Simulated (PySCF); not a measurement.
## Electronic absorption of C4H7ClN2Si

Compound: C4H7ClN2Si.
Cartesian coordinates in Å at the GFN2-xTB level; atoms count from 1:
```
atom  x, y, z in Å
C1     2.589    0.473   -0.306
N2     1.453   -0.030   -0.463
C3     0.838   -0.782    0.582
Si4   -0.715    0.209    1.113
Cl5   -0.149    2.036    1.759
C6    -1.788    0.451   -0.458
C7    -2.401   -0.778   -0.855
N8    -2.885   -1.771   -1.152
H9     3.197    0.350    0.597
H10    3.007    1.062   -1.109
H11    0.515   -1.735    0.160
H12    1.514   -0.985    1.426
H13   -1.449   -0.484    2.168
H14   -2.572    1.190   -0.286
H15   -1.158    0.801   -1.279
```

Method used: TDDFT CAM-B3LYP/def2-SVPD, vertical, gas phase, core orbitals frozen in the response (PySCF).

Question: Predict the UV-vis stick spectrum at this level.

Answer: 

```tsv
state	E (eV)	ν̃ (cm⁻¹)	f	main configurations (H = HOMO, L = LUMO)
S1	4.98	40160	0.0018	H→L (93%)
S2	7.11	57310	0.246	H-1→L (84%)
S3	7.41	59760	0.031	H→L+1 (71%)
S4	7.58	61140	0.011	H→L+2 (36%), H-1→L+1 (15%), H→L+4 (10%)
S5	7.67	61840	0.0009	H-2→L+6 (25%), H-1→L+6 (12%), H-1→L+1 (8%)
S6	7.76	62610	0.029	H-1→L+1 (26%), H→L+2 (25%), H→L+1 (9%)
S7	7.89	63680	0.023	H→L+3 (70%)
S8	7.94	64030	0.023	H-2→L+1 (26%), H-1→L+1 (14%), H-2→L+2 (12%)
```

Triplets, Tamm–Dancoff:

```json
{"state": "T1", "E (eV)": "4.19", "λ (nm)": "296.2", "main configurations (H = HOMO, L = LUMO)": "H→L (91%)"}
{"state": "T2", "E (eV)": "4.78", "λ (nm)": "259.5", "main configurations (H = HOMO, L = LUMO)": "H-1→L (60%), H-4→L (11%), H-2→L (11%)"}
{"state": "T3", "E (eV)": "6.39", "λ (nm)": "194.1", "main configurations (H = HOMO, L = LUMO)": "H-3→L+6 (18%), H-2→L+5 (10%), H-2→L+1 (8%)"}
```

The lowest singlet comes at 249 nm (480 kJ/mol) in the ultraviolet; it is very weak; its leading configuration is HOMO→LUMO (93%). The strongest level in the table is S2 at 7.11 eV (174 nm, f = 0.246). Löwdin shares by element: HOMO nitrogen 58% or more, carbon 24% or more, hydrogen 6% or more; LUMO carbon 33% or more, nitrogen 30% or more, hydrogen 16% or more (atoms not listed hold the other 22%). The oscillator strengths of these states sum to 0.365; summed over the whole spectrum of an exact calculation they would give the number of electrons, 76 (Thomas–Reiche–Kuhn). Of the 8 states listed, 6 reach f = 0.01 and none stays under 0.0005. Orbital energies (eV): HOMO-3 -10.94, HOMO-2 -10.37, HOMO-1 -9.84, HOMO -9.21, LUMO 0.27, LUMO+1 0.93, LUMO+2 1.15. Only the lowest 8 singlets were computed, as vertical energies without vibronic structure.

One conformer stands for the species.
